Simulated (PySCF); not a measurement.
## Ionisation and electron attachment of methyl diselenide

System: methyl diselenide, `C[Se][Se]C` (C2H6Se2). Atom numbers as in the mapped SMILES `[CH3:1][Se:2][Se:3][CH3:4]`.

These are calculated values, PBE0-D3(BJ)/ma-def2-TZVP in PySCF (grid level 2) at geometries from PBE0-D3(BJ)/ma-def2-SVP. Zero-point and thermal terms (298.15 K, 1 bar) come from unscaled GFN2-xTB harmonic frequencies, with soft modes damped to free rotors in the entropy. These were taken at the GFN2-xTB minima.

Frontier levels of the parent: HOMO -6.50 eV, LUMO -1.09 eV.

Oxidation to the radical cation:
```
Vertical ionisation energy (electronic)              : 8.43 eV
Adiabatic ionisation energy (with zero-point energy) : 7.76 eV
Adiabatic, electronic part                           : 7.77 eV
Vertical gap at the product's structure              : 7.30 eV
Inner reorganisation energy (four-point)             : 1134 meV
Relaxation of product / of parent                    : 667 / 467 meV
⟨S²⟩ of the product                                  : 0.755
Largest spin populations                             : Se3 0.49, Se2 0.49
Largest changes of atomic charge                     : Se3 0.38, Se2 0.38
Distances that move most (Å)                         : Se2–Se3 2.316 → 2.284; C1–Se2 1.951 → 1.933; Se3–C4 1.951 → 1.933
Potential in acetonitrile                            : 5.54 V absolute, 1.13 V against Fc+/Fc computed at 4.40 V (solvation -14 → -228 kJ/mol)
```

Vertical electron affinity to the radical anion: -0.36 eV. The product does not keep its bonds on relaxation, so no adiabatic value is given. The value is negative, so the extra electron is not bound, and the number hangs on the basis.

Solvents are IEF-PCM continua (electrostatics only, gas-phase structures); absolute potentials refer to an electron at rest in vacuum. Fc+/Fc in acetonitrile, 4.40 V, is PBE0-D3(BJ)/ma-def2-TZVP on PBE0-D3(BJ)/def2-SVP structures with GFN2-xTB thermal terms. Benchmark calculations put it near 5.0 V in acetonitrile and DMSO, so it is about 0.6 V low, and the value against it can read up to that much too high.

Measured values (NIST Chemistry WebBook, evaluated or the median of agreeing entries): vertical ionisation energy 8.56 eV (computed 8.43, difference -0.13); adiabatic ionisation energy 8.10 eV (computed 7.76, difference -0.34).

Caveats: spin-orbit coupling is left out of the energies, which matters for open shells on the heavier atoms; atoms from Ga to Kr are treated without relativity.

Run with `OMP_NUM_THREADS=1 python redox_run.py task.json out` on 1 thread of Arm Neoverse N1, a shared host. Structures, frequencies and single points: 12 min of wall time.

Differences come from unrounded values, so a last digit can differ from that of the printed terms.
